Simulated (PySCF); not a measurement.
Choosing a molecule for a target property.

Each SMILES stands for a single optimised conformer of the isolated species, non-relativistic unless stated. Electronic properties by PySCF.

Dipoles, sizes and rotational constants follow the conformer. The torsions of the flexible species, by atom-mapped SMILES:
- `[CH3:1][CH2:2][C@@H:3]([CH3:4])[n:5]1[cH:6][cH:7][n:8][n:9]1`: C1–C2–C3–C4 176°, C2–C3–N5–C6 -63°
- `[CH3:1][c:2]1[cH:3][n:4][n:5][n:6]1[CH:7]([CH3:8])[CH3:9]`: N5–N6–C7–C8 61°
- `[CH2:1]=[CH:2][P@@:3]([CH3:4])(=[O:5])[P:6]([CH3:7])[CH3:8]`: C1–C2–P3–C4 -127°, C2–P3–P6–C7 -77°
- `[OH:1][CH2:2][CH:3]([F:4])[F:5]`: O1–C2–C3–F4 69°, H–O1–C2–C3 -63°
- `[O:1]=[S:2](=[O:3])([OH:4])[C@@H:5]1[CH2:6][S:7][C@H:8]1[O:9][SiH3:10]`: O1–S2–C5–C6 180°, S7–C8–O9–Si10 -73°, H–O4–S2–O1 -7°
- `[CH3:1][P:2]([CH3:3])/[CH:4]=[CH:5]\[P@@H:6]([CH3:7])=[O:8]`: C1–P2–C4–C5 -160°, C4–C5–P6–C7 163°

The conformers of `C[C@@H]1CC[P@@H](=S)[C@@H]1C` aren't listed.

Task: Wanted: HOMO energy between -6.9 eV and -6.5 eV (PBE0/pcSseg-1) and HOMO–LUMO gap below 6.2 eV (PBE0/pcSseg-1), at GFN2-xTB geometries. Which candidate meets both?
A. `C[C@@H]1CC[P@@H](=S)[C@@H]1C`
B. `OCC(F)F`
C. `CC[C@@H](C)n1ccnn1`
D. `C[P@](C=C)(=O)P(C)C`
E. `O=S(=O)(O)[C@@H]1CS[C@H]1O[SiH3]`
F. `Cc1cnnn1C(C)C`

Result: D. Computed values:
```csv
species,HOMO energy,HOMO–LUMO gap
OCC(F)F,-8.41 eV,9.73 eV
CC[C@@H](C)n1ccnn1,-7.49 eV,7.63 eV
Cc1cnnn1C(C)C,-7.11 eV,7.36 eV
O=S(=O)(O)[C@@H]1CS[C@H]1O[SiH3],-6.99 eV,6.31 eV
C[P@](C=C)(=O)P(C)C,-6.74 eV,6.03 eV
C[C@@H]1CC[P@@H](=S)[C@@H]1C,-6.36 eV,6.83 eV
```

Task: Wanted: smallest rotational constant above 1.6 GHz (GFN2-xTB) and dipole moment above 2.4 D (PBE0/pcSseg-1), at GFN2-xTB geometries. Which candidate meets both?
A. `CP(C)/C=C\[P@@H](C)=O`
B. `N#CC#CF`
C. `C=C[P@@](C)(=O)P(C)C`
D. `OCC(F)F`
E. `CC[C@@H](C)n1ccnn1`
F. `O=S(=O)(O)[C@@H]1CS[C@H]1O[SiH3]`

Result: B. Computed values:
| species | smallest rotational constant | dipole moment |
| --- | --- | --- |
| O=S(=O)(O)[C@@H]1CS[C@H]1O[SiH3] | 0.457 GHz | 2.68 D |
| CP(C)/C=C\[P@@H](C)=O | 0.736 GHz | 3.65 D |
| C=C[P@@](C)(=O)P(C)C | 0.959 GHz | 2.20 D |
| CC[C@@H](C)n1ccnn1 | 1.096 GHz | 4.77 D |
| N#CC#CF | 2.081 GHz | 3.44 D |
| OCC(F)F | 2.832 GHz | 0.64 D |
